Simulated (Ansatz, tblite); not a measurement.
Removing and adding an electron: SiEt(NCO)3 (C5H5N3O3Si). Charge 0, multiplicity 1. Geometry: r2SCAN-D4/def2-SVP. Ansatz, gas phase; energy differences of separate SCF runs; the oxidised species was run as a doublet alone; the reduced species was run as a doublet alone.

```csv
atom,x (Å),y (Å),z (Å)
Si1,-0.218,0.481,0.028
C2,-0.129,-0.963,-1.128
C3,0.715,-2.130,-0.606
H4,0.264,-0.591,-2.091
H5,-1.166,-1.288,-1.332
H6,0.739,-2.962,-1.326
H7,1.757,-1.821,-0.422
H8,0.316,-2.524,0.342
N9,1.347,1.107,0.333
C10,2.421,1.563,0.626
O11,3.471,2.002,0.899
N12,-0.901,0.012,1.527
C13,-1.338,-0.261,2.614
O14,-1.769,-0.536,3.668
N15,-1.178,1.734,-0.631
C16,-1.842,2.647,-1.044
O17,-2.490,3.530,-1.457
```

The xTB rows come from tblite. HOMO above LUMO, or a gap near zero within one spin, warns that the state may not be the lowest or that an electron is smeared out.

| level | −HOMO (eV) | vertical IE (eV) | −LUMO (eV) | vertical EA (eV) | HOMO–LUMO gap (eV) | IE − EA (eV) | remarks |
| --- | --- | --- | --- | --- | --- | --- | --- |
| GFN1-xTB | 12.60 | 15.12 | 7.22 | 4.74 | 5.38 | 10.38 | – |
| GFN2-xTB | 11.69 | 14.19 | 6.73 | 4.23 | 4.97 | 9.95 | – |
| HF/def2-TZVP | 12.19 | 10.24 | -2.81 | -2.69 | 15.00 | 12.93 | HOMO above zero (-1 doublet), spin-contaminated (⟨S²⟩ 0.92) (+1 doublet) |
| PBE-D4/def2-TZVP | 7.39 | 9.79 | 1.09 | -1.05 | 6.30 | 10.84 | HOMO above zero (-1 doublet), gap within one spin near zero (+1 doublet), gap within one spin near zero (-1 doublet) |
| PBE0-D4/def2-TZVP | 8.80 | 10.46 | 0.11 | -1.37 | 8.69 | 11.82 | HOMO above zero (-1 doublet) |

   A HOMO above zero means that the electron is unbound at that level or that self-interaction error raises the level; the energy of removing that electron tells which. Raw xTB energy differences between charge states are shifted by several eV; the methods need an empirical correction for them. Sets without diffuse functions give affinities that are too small. A negative affinity means that the extra electron isn't bound; its size then hangs on the basis.
